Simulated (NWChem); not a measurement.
Basis-set convergence for fluoroethane (C2H5F)

SMILES: CCF
```xyz
8

C     -1.1833     0.2681     0.0000
C      0.3196     0.4519     0.0000
F      0.9535    -0.7785     0.0000
H     -1.6904     1.2464     0.0000
H     -1.5073    -0.2901    -0.8922
H     -1.5073    -0.2901     0.8922
H      0.6529     1.0100     0.8937
H      0.6529     1.0100    -0.8937
```
Charge 0, spin multiplicity 1.

All runs are NWChem calculations. All single points use one geometry, from B3LYP/def2-SVP, a minimum by its harmonic frequencies.

Quantity: LUMO energy at the level PBE0.

The Pople sets run with spherical d functions.

Costs are rough ratios of processor time within this set of runs, SCF included, with 6-31+G* as 1.

| basis | functions | LUMO energy (eV) | relative cost |
|---|---|---|---|
| 6-31+G* | 64 | 0.64 | 1 |
| pcseg-1 | 67 | 1.61 | under 3 |
| def2-SVP | 67 | 2.04 | under 3 |
| 6-311G** | 84 | 1.58 | under 3 |
| 6-311++G** | 101 | 0.03 | under 3 |
| aug-cc-pVDZ | 114 | -0.01 | 3 |
| def2-TZVP | 123 | 1.41 | under 3 |
| def2-TZVPD | 159 | 0.44 | 7 |
| pcseg-2 | 160 | 0.71 | 5 |
| aug-cc-pVTZ | 253 | -0.04 | 80 |

Smallest basis within 0.2 eV of aug-cc-pVTZ, the largest set run: 6-311++G**, with 101 functions against 253 and about 3 % of the time (also within reach: aug-cc-pVDZ). aug-cc-pVTZ isn't the basis-set limit itself, and a small set can land close by cancellation.
